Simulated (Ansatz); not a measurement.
Energy needed to pull apart C2H5FSi (SMILES CC=[SiH]F), singlet, into free ground-state atoms, from the structure below (displaced at random from a GFN2-xTB minimum); no zero-point or spin–orbit terms; open-shell atoms are treated unrestricted, in their ground-state multiplicity.

```json
{"atom": "C1", "x (Å)": "-0.1401", "y (Å)": "1.4173", "z (Å)": "0.2682"}
{"atom": "C2", "x (Å)": "-0.4501", "y (Å)": "-0.0448", "z (Å)": "0.5024"}
{"atom": "Si3", "x (Å)": "0.4392", "y (Å)": "-1.5561", "z (Å)": "-0.3467"}
{"atom": "F4", "x (Å)": "0.2577", "y (Å)": "-2.8956", "z (Å)": "-0.0389"}
{"atom": "H5", "x (Å)": "-0.6925", "y (Å)": "1.7951", "z (Å)": "0.7906"}
{"atom": "H6", "x (Å)": "-0.3305", "y (Å)": "1.8809", "z (Å)": "-0.6400"}
{"atom": "H7", "x (Å)": "0.8927", "y (Å)": "1.5085", "z (Å)": "0.2915"}
{"atom": "H8", "x (Å)": "-1.1813", "y (Å)": "-0.1394", "z (Å)": "0.9739"}
{"atom": "H9", "x (Å)": "1.4865", "y (Å)": "-1.4942", "z (Å)": "-1.3063"}
```

Program: Ansatz 0.2.0. Basis: def2-TZVPP. Cores are frozen in the correlated methods.

```json
{"method": "PBE-D4", "atomization energy (kcal/mol)": "696.0"}
{"method": "r2SCAN-D4", "atomization energy (kcal/mol)": "688.2"}
{"method": "PBE0-D4", "atomization energy (kcal/mol)": "684.1"}
{"method": "HSE06-D4", "atomization energy (kcal/mol)": "684.8"}
{"method": "CAM-B3LYP-D4", "atomization energy (kcal/mol)": "687.6"}
{"method": "wB97M-V", "atomization energy (kcal/mol)": "?"}
{"method": "HF", "atomization energy (kcal/mol)": "?"}
{"method": "MP2", "atomization energy (kcal/mol)": "679.1"}
{"method": "CCSD", "atomization energy (kcal/mol)": "654.8"}
{"method": "CCSD(T)", "atomization energy (kcal/mol)": "666.7"}
```

Problem. What does wB97M-V give? (To be estimated.)

Solution. Computed: 685.4 kcal/mol, which is about 18.6 kcal/mol more than CCSD(T)/def2-TZVPP.

Problem. What does HF give? (Judge from chemistry; the value comes from the calculation.)

Solution. By the calculation: 477.3 kcal/mol, which is about 189.4 kcal/mol less than CCSD(T)/def2-TZVPP.

In triple zeta the MP2 and coupled-cluster atomization energies are still short of their basis limit by a few kcal/mol a bond, whereas those of the functionals are nearly converged, so these differences are not deviations from converged CCSD(T).

No T1 diagnostic of these runs exceeds 0.015. The restricted Hartree–Fock reference is unstable towards an unrestricted one here.

For scale, one of the runs: CCSD(T)/def2-TZVPP, 205 basis functions (an equivalent command: `ansatz run in.yaml --threads 8`). The run took 34 s on 8 CPU threads (shared host), with 2.7 GiB of host memory at its peak.
